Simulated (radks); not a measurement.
Problem. N2-, 9 electrons, occupied as [He] 2s2 2p5. All-electron calculation, non-relativistic Kohn-Sham, r2SCAN, spin-polarised, spherical densities, point nucleus; open shells are filled with parallel spins first; meta-GGA in the generalised Kohn-Sham scheme; Watson sphere of charge +2.26 and radius 3.44 bohr. Program: a radial shooting solver on a logarithmic mesh with Libxc functionals. Some entries of the table are withheld. Estimate them.

orbital  occ.  eigenvalue (hartree)  <1/r> (bohr^-1)
1s up       1             -14.16251            6.637
1s down     1             -14.14061            6.645
2s up       1              -0.65692              (1)
2s down     1              -0.59505              (2)
2p up       3                   (3)              (4)
2p down     2                   (5)              (6)

Solution. 
(1) 2s up <1/r> (bohr^-1): 1.043
(2) 2s down <1/r> (bohr^-1): 1.011
(3) 2p up eigenvalue (hartree): -0.23457
(4) 2p up <1/r> (bohr^-1): 0.7815
(5) 2p down eigenvalue (hartree): -0.18761
(6) 2p down <1/r> (bohr^-1): 0.6955
